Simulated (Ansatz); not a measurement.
TiS₂⁺. Charge 1, multiplicity 4. Geometry PBE0-D4/def2-TZVP; atoms count from 1.

Cartesian coordinates in Å:
```
Ti -1.2321 0.7610 -0.0237
S 1.1116 0.4302 0.2789
S 0.1205 -1.1912 -0.2552
```

At PBE0-D4/def2-TZVP a doublet of charge 1 lies 0.33 eV below the quartet, each at its own geometry. That doublet is doubtful there (⟨S²⟩ 1.43, where a pure state has 0.75). The structure comes from a short search, and lower isomers may exist.

Question: Estimate the Mulliken populations from the PBE0/def2-TZVP orbitals of Ansatz.

Answer: 
```csv
atom,charge (e),spin (α − β),d electrons
Ti1,1.04,2.09,2.63
S2,-0.02,0.46,–
S3,-0.02,0.46,–
```
Mulliken values and Mayer orders depend strongly on the basis.

Question: Where does the spin sit?

Answer: Summed by element: Ti 2.09, S 0.91, of 3 unpaired in all. Largest on single atoms: Ti1 2.09, S2 0.46, S3 0.46.

Question: And the Mayer bond orders between bonded heavy atoms (over 0.3)?

Answer: Ti1–S2 0.81 (2.39 Å); Ti1–S3 0.81 (2.39 Å); S2–S3 1.53 (1.97 Å).
